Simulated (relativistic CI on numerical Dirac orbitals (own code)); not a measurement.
Spin-allowed bands of a d3 ion in an octahedral site, by hand

Problem. A d3 ion in an octahedral site has a 4A2 ground term and spin-allowed bands at ν1 = 19850 and ν2 = 26203 cm⁻¹ (from a computed ligand-field model). Find Δ and the Racah parameter B, and predict the third band.

Working.
1. The F term splits into A2 (−1.2Δ), T2 (−0.2Δ) and T1 (+0.6Δ), so ν1 = E(T2) − E(A2) = Δ = 19850 cm⁻¹.
2. T1(F) mixes with T1(P), which lies at 15B, through an element 0.4Δ. The two roots, counted from A2, are ν2,3 = ½(15B + 3Δ) ∓ ½√[(15B − Δ)² + 12BΔ].
3. Solving the lower root for B gives B = (2ν1² + ν2² − 3ν1ν2)/(15ν2 − 27ν1) = -85746441/-142905 = 600 cm⁻¹.
4. The sum of the roots is 15B + 3Δ, so ν3 = 15B + 3ν1 − ν2 = 42347 cm⁻¹ (236 nm).

Check. The bands were computed by exact diagonalisation of the d3 shell with B = 600 and Δ = 19850 cm⁻¹, which gives ν3 = 42347 cm⁻¹. C does not enter the terms of highest spin.
